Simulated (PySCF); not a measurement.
C6H6ClF.
Numbering: `[F:1][C:2]1=[C:3]([Cl:4])[CH:5]=[CH:6][CH2:7][CH2:8]1` (hydrogens: H9 on C5; H10 on C6; H11, H12 on C7; H13, H14 on C8)

Structure optimised with GFN2-xTB, isolated species.

Problem. List the bond lengths, angles and torsions at this level.

Solution. 
```tsv
bond	length (Å)
F1–C2	1.347
C2=C3	1.335
C3–Cl4	1.730
C3–C5	1.453
C5=C6	1.331
C6–C7	1.500
C7–C8	1.528
C2–C8	1.498
C5–H9	1.078
C6–H10	1.079
C7–H11, C7–H12	1.093
C8–H13, C8–H14	1.094
```

Bonds in one row agree within 0.01 Å and their mean is given. A selection of angles:
```tsv
angle	degrees
F1–C2–C3	122.5
F1–C2–C8	115.3
C3–C2–C8	122.1
C2–C3–Cl4	122.7
C2–C3–C5	119.3
Cl4–C3–C5	118.0
C3–C5–C6	120.5
C3–C5–H9	117.2
C6–C5–H9	122.3
C5–C6–C7	121.3
C5–C6–H10	121.0
C7–C6–H10	117.6
C6–C7–C8	111.4
C6–C7–H11	110.5
C6–C7–H12	107.9
C8–C7–H11	109.7
H11–C7–H12	107.3
C7–C8–H13	110.1
C7–C8–H14	110.8
C2–C8–C7	110.7
C2–C8–H13	108.4
C2–C8–H14	109.1
H13–C8–H14	107.6
```

Torsions: F1–C2–C3–Cl4 1° (synperiplanar); C2–C3–C5–C6 -14° (synperiplanar); C3–C5–C6–C7 -2° (synperiplanar); C5–C6–C7–C8 30°; C6–C7–C8–C2 -43° (synclinal); F1–C2–C8–C7 -152° (antiperiplanar). The mirror-image conformer, all signs reversed, is as good.

The 6-membered ring C2–C3–C5–C6–C7–C8 has internal angles of 110.7° to 122.1°; it is puckered, 0.16 Å rms from its mean plane, widest ring torsion 43°. The C–C distances run from 1.331 Å (C5=C6, drawn double) to 1.528 Å (C7–C8, drawn single), a spread of 0.197 Å.

Point group: C1 (no symmetry element, even within 0.4 Å). Stationary, but not proved a minimum. One conformer, not necessarily the lowest.

All values are computed, not measured.
